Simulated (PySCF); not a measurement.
## CsK and its ions

RHF-CCSD(T); basis Cs def2-SVP with ECP46, K def2-SVP; scalar-relativistic core potentials; PySCF 2.14. Neutral (RHF): singlet (closed shell), Re = 4.403 Å, ωe = 64.7 cm⁻¹, De = 0.45 eV.

CsK⁺ (UHF): doublet (σ ↑), Re = 5.069 Å, ωe = 47.8 cm⁻¹, De = 0.56 eV to Cs⁺ + K. The energies at the minima are -619.04525 hartree for CsK and -618.91054 for CsK⁺.

(1) Work out the adiabatic ionisation energy, without and with harmonic zero-point energies (1 hartree = 27.2114 eV, 1 eV = 8065.5 cm⁻¹), and the change of the bond length.

Correlated steps freeze 5 core orbitals. Weak bonds: CsK. Basis-set superposition, not corrected here, can be much of De in a small basis, most of all at correlated wavefunction levels. Spin–orbit coupling is left out. For an ion De counts to the pair picked by the measured ionisation energies or electron affinities, which need not be the lowest pair at this level. Where the molecule has an RHF reference, its open-shell atoms are computed with UHF. States were picked by a PBE0 search and need not be the measured ground states.

Neutral and ion stand on different kinds of reference determinant, which adds to the error of the difference.

Results:

(1) At CCSD(T): 0.13471 hartree = 3.666 eV between the minima; the zero-point term (47.8 − 64.7)/2 cm⁻¹ = -0.001 eV makes it 3.665 eV. Re changes by +66.6 pm against the neutral. The electron leaves a σ orbital, and the longer bond of the ion fits a bonding orbital, or a change in how ionic the bond is.
